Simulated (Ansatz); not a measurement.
`BBCl` + `OCF` → `BOCF` + `BCl` at 298.15 K and 1 bar (cleavage of the B–B bond).

Calculated with Ansatz (gas phase, PBE0-D4/def2-TZVP geometries, no zero-point term in ΔE). CCSD(T)/CBS adds triple-zeta CCSD(T) − MP2 to the extrapolated MP2 energy (def2 sets, frozen cores). This one scheme is used for every species. Each species was taken in one conformer, which may not be the lowest.

```json
{"species": "`BBCl`", "CCSD(T)/CBS energy (Eh)": "-511.15624", "H − E (kJ/mol)": "100.6", "S (J/(mol·K))": "279.9"}
{"species": "`OCF`", "CCSD(T)/CBS energy (Eh)": "-214.81254", "H − E (kJ/mol)": "130.4", "S (J/(mol·K))": "256.5"}
{"species": "`BOCF`", "CCSD(T)/CBS energy (Eh)": "-240.23545", "H − E (kJ/mol)": "164.7", "S (J/(mol·K))": "288.7"}
{"species": "`BCl`", "CCSD(T)/CBS energy (Eh)": "-485.78909", "H − E (kJ/mol)": "65.8", "S (J/(mol·K))": "234.3"}
```

H − E and S are ideal-gas, rigid-rotor, harmonic terms from PBE0-D4/def2-TZVP, for one conformer and one mirror image of each species. 1 Eh = 2625.50 kJ/mol, R = 8.31446 J/(mol·K).

By hand: ΔE, ΔH, ΔS and ΔG.

ΔE = (-240.23545) + (-485.78909) − (-511.15624) − (-214.81254) = -0.05576 Eh = -146.4 kJ/mol. Δ(H − E) = 164.7 + 65.8 − 100.6 − 130.4 = -0.5, so ΔH = -146.9 kJ/mol. ΔS = 288.7 + 234.3 − 279.9 − 256.5 = -13.4 J/(mol·K). ΔG = -146.9 − 298.15 × (-13.4)/1000 = -142.9 kJ/mol.

By hand: the equilibrium constant, and the temperature at which ΔG would vanish if ΔH and ΔS stayed fixed.

log₁₀ K = −ΔG/(RT ln 10) = 25.0. ΔG = 0 at ΔH/ΔS = 10963 K, far beyond where these terms or the molecules hold.

The number of gas molecules stays the same, so ΔS is small and ΔH decides. A doubt of 5 kJ/mol in ΔE shifts log₁₀ K by 0.9 here. Other conformers and mirror images would add mixing entropy, several J/(mol·K) or more a flexible species. These are equilibria of isolated gas molecules and say nothing of rates. Largest T1 diagnostic: 0.013 (customary marks: 0.02 for closed shells, 0.045 for open ones).
